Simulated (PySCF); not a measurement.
SMILES O=C[SiH2][SiH3] (CH6OSi2) (B3LYP/def2-SVP optimised geometry):

```
10

O      1.450    -1.872     0.000
C      0.240    -1.872     0.000
Si    -0.775    -0.211     0.000
Si     0.811     1.528     0.016
H     -0.319    -2.852    -0.001
H     -1.669    -0.209     1.199
H     -1.653    -0.201    -1.212
H      1.656     1.426     1.239
H      1.669     1.435    -1.199
H      0.119     2.852     0.017
```

Level of theory: B3LYP/def2-TZVP (PySCF).

Task: What are the frontier orbital energies and the dipole moment?

Result: HOMO-2 -9.54 eV, HOMO-1 -8.43 eV, HOMO -6.95 eV, LUMO -1.94 eV, LUMO+1 -0.35 eV; dipole moment 1.98 D.

Meta-Löwdin charges at B3LYP/def2-TZVP: O1 -0.36, C2 0.09, Si3 0.33, Si4 0.25, H5 0.07, H6 -0.08, H7 -0.08, H8 -0.07, H9 -0.07, H10 -0.08.
